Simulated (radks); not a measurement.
Question: Ir53+, 24 electrons, occupied as [Ar] 3d6. Calculated with a radial shooting solver on a logarithmic mesh with Libxc functionals: Dirac Kohn-Sham, PBE, spin-unpolarised, spherical densities, point nucleus; open shells are shared between the two j in proportion to 2j + 1. Some entries of the table are withheld. Estimate them.

orbital  occ.  eigenvalue (hartree)  <1/r> (bohr^-1)
1s1/2       2             -2916.786            92.27
2s1/2       2             -608.4701            22.69
2p1/2       2                   (1)              (2)
2p3/2       4                   (3)              (4)
3s1/2       2             -223.2716            8.694
3p1/2       2                   (5)              (6)
3p3/2       4                   (7)              (8)
3d3/2     2.4                   (9)            7.449
3d5/2     3.6                  (10)            7.210

Answer: 
(1) 2p1/2 eigenvalue (hartree): -588.7218
(2) 2p1/2 <1/r> (bohr^-1): 22.61
(3) 2p3/2 eigenvalue (hartree): -528.3476
(4) 2p3/2 <1/r> (bohr^-1): 18.67
(5) 3p1/2 eigenvalue (hartree): -215.0639
(6) 3p1/2 <1/r> (bohr^-1): 8.606
(7) 3p3/2 eigenvalue (hartree): -200.5045
(8) 3p3/2 <1/r> (bohr^-1): 7.573
(9) 3d3/2 eigenvalue (hartree): -187.8986
(10) 3d5/2 eigenvalue (hartree): -184.6265
